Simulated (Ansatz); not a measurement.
F2Si, SMILES `F[Si]F` (lower singlet) (charge 0, multiplicity 1). This singlet lies 3.20 eV below the relaxed triplet at the level composite: frozen-core CCSD(T) with HF/cc-pV5Z and the correlation energy extrapolated as X^-3 from cc-pVQZ and cc-pV5Z, plus CCSDT(Q) minus CCSD(T) in cc-pVDZ // PBE0-D3(BJ)/def2-TZVP (Ansatz, a first-principles code).

Cartesian coordinates (Å):
SMILES: F[Si]F
```xyz
3

F     -1.2315    -0.3423     0.0000
Si    -0.0006     0.6823     0.0000
F      1.2321    -0.3401     0.0000
```
Charge 0, spin multiplicity 1.

Frozen-core energies in cc-pVTZ from Ansatz at a geometry from PBE0-D3(BJ)/def2-TZVP; the HF reference has <S^2> = 0.00 and the T1 diagnostic is 0.015.

| level | energy (Ha) |
|---|---|
| HF | -487.99820 |
| MP2 | -488.59885 |
| CCSD | -488.60631 |
| CCSD(T) | -488.62532 |

Estimate the energies of CCSDT and CCSDT(Q), and give each level's difference from CCSDT(Q).


| level | energy (Ha) | difference from CCSDT(Q) (mHa) |
|---|---|---|
| MP2 | -488.59885 | 27.58 |
| CCSD | -488.60631 | 20.12 |
| CCSD(T) | -488.62532 | 1.11 |
| CCSDT | -488.62560 | 0.83 |
| CCSDT(Q) | -488.62643 | 0.00 |
